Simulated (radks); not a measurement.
Valence configurations of neutral germanium (all share [Ar]). All-electron calculation, scalar-relativistic Kohn-Sham, r2SCAN, spin-polarised, spherical densities, finite nucleus; open shells are filled with parallel spins first; meta-GGA in the generalised Kohn-Sham scheme; Fermi nuclear charge, rms radius 4.0742 fm. Program: a radial shooting solver on a logarithmic mesh with Libxc functionals. Energies are relative to 3d10 4s2 4p2; eigenvalues in eV for spin up.

3d10 4s2 4p2: E (eV) 0.000; moment (Bohr magnetons) 2; e(3d) -29.877; e(4p) -4.667; e(4s) -12.841
3d9 4s2 4p3: E (eV) 28.521; moment (Bohr magnetons) 4; e(3d) -40.439; e(4p) -6.281; e(4s) -15.597
3d10 4s1 4p3: E (eV) 4.862; moment (Bohr magnetons) 4; e(3d) -31.086; e(4p) -5.682; e(4s) -14.300
3d10 4s0.5 4p3.5: E (eV) 10.982; moment (Bohr magnetons) 3; e(3d) -32.405; e(4p) -6.055; e(4s) -14.731
3d10 4p4: E (eV) 16.643; moment (Bohr magnetons) 2; e(3d) -33.466; e(4p) -6.133
3d8 4p6: E (eV) 89.143; moment (Bohr magnetons) 2; e(3d) -55.136; e(4p) -7.937
3d9.5 4s2 4p2.5: E (eV) 13.386; moment (Bohr magnetons) 3; e(3d) -35.087; e(4p) -5.484; e(4s) -14.241
3d8 4s2 4p4: E (eV) 67.376; moment (Bohr magnetons) 4; e(3d) -52.033; e(4p) -7.470; e(4s) -17.814
3d10 4s1.5 4p2.5: E (eV) 2.782; moment (Bohr magnetons) 3; e(3d) -30.542; e(4p) -5.237; e(4s) -13.652
3d9.5 4s0.5 4p4: E (eV) 26.425; moment (Bohr magnetons) 3; e(3d) -37.790; e(4p) -6.655; e(4s) -15.873

NIST lists [Ar] 3d10 4s2 4p2 as the ground configuration; this level of theory agrees among the configurations tried. The energies are those of spherical high-spin densities, not of single terms.
